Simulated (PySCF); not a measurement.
GeO3, SMILES [O]=[Ge]1[O][O]1. Geometry optimised at PBE-D3(BJ)/def2-SVP.

All values below come from PBE-D3(BJ)/def2-SVP run with PySCF.

Harmonic wavenumbers (cm⁻¹): 185, 186, 539, 627, 788, 991. Rotational constants (GHz): 23.06, 4.275, 3.606; symmetry number 2.

Work out the zero-point energy and the ideal-gas rigid-rotor harmonic-oscillator thermochemistry at 298.15 K and 1 atm.

ZPE = ½ Σ hcν = ½ × 3317 cm⁻¹ = 4.74 kcal/mol. H − E(el) = 8.13 kcal/mol. Entropy in cal/(mol K): translation 40.28, rotation 22.94, vibration 5.83, total 69.05. G − E(el) = -12.45 kcal/mol. Cp = 14.86 cal/(mol K).
